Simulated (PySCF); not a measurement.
## Electron correlation in F²⁺ (fluorine, charge +2)

[He] 2s2 2p2 3s1, high-spin 4P determinant (an excited configuration). All numbers are calculated (PySCF 2.14, no relativity, point nucleus, in aug-cc-pwCVDZ). Frozen: 1s2; 5 electrons correlated.

```
  level  correlation energy (mhartree)
   CCSD                         -99.30
    (T)                          -1.10
CCSD(T)                        -100.40
  CCSDT                        -100.62
```

Diagnostics: T1 = 0.0055, D1 = 0.0133, largest double amplitude 0.118.

The outer electron is Rydberg-like, and this basis confines it to a smaller radius and binds it less than a complete one would.

Cost of the coupled-cluster step: of the order of 0.27 core-seconds, for 5 correlated electrons.

Iterations:

```
CC2 = 0
CCSD nocc = (np.int64(4), np.int64(1)), nmo = (26, 26)
frozen orbitals [[0], [0]]
max_cycle = 100
direct = 0
conv_tol = 1e-08
conv_tol_normt = 1e-06
diis_space = 8
diis_start_cycle = 0
Init t2, MP2 energy = -0.0751161276435292
Init E_corr(UCCSD) = -0.0751161276435298
cycle = 1  E_corr(UCCSD) = -0.0936199702051066  dE = -0.0185038426  norm(t1,t2) = 0.121032
cycle = 2  E_corr(UCCSD) = -0.104311833776783  dE = -0.0106918636  norm(t1,t2) = 0.30087
cycle = 3  E_corr(UCCSD) = -0.0940887949013411  dE = 0.0102230389  norm(t1,t2) = 0.771485
cycle = 4  E_corr(UCCSD) = -0.0993998025201819  dE = -0.00531100762  norm(t1,t2) = 0.0119743
cycle = 5  E_corr(UCCSD) = -0.099201424234799  dE = 0.000198378285  norm(t1,t2) = 0.00712327
cycle = 6  E_corr(UCCSD) = -0.0993102179913261  dE = -0.000108793757  norm(t1,t2) = 0.00459245
cycle = 7  E_corr(UCCSD) = -0.0993047204018848  dE = 5.49758944e-06  norm(t1,t2) = 0.00114327
cycle = 8  E_corr(UCCSD) = -0.0992968120138505  dE = 7.90838803e-06  norm(t1,t2) = 0.000212453
cycle = 9  E_corr(UCCSD) = -0.0992988384651448  dE = -2.02645129e-06  norm(t1,t2) = 0.000107291
cycle = 10  E_corr(UCCSD) = -0.0992986349228019  dE = 2.03542343e-07  norm(t1,t2) = 3.16876e-05
cycle = 11  E_corr(UCCSD) = -0.0992986365944173  dE = -1.67161547e-09  norm(t1,t2) = 2.63829e-06
cycle = 12  E_corr(UCCSD) = -0.0992986283367482  dE = 8.25766912e-09  norm(t1,t2) = 5.28274e-07
UCCSD converged
E(UCCSD) = -96.23124841800171  E_corr = -0.09929862833674821
UCCSD(T) correction = -0.00110195972408981
```
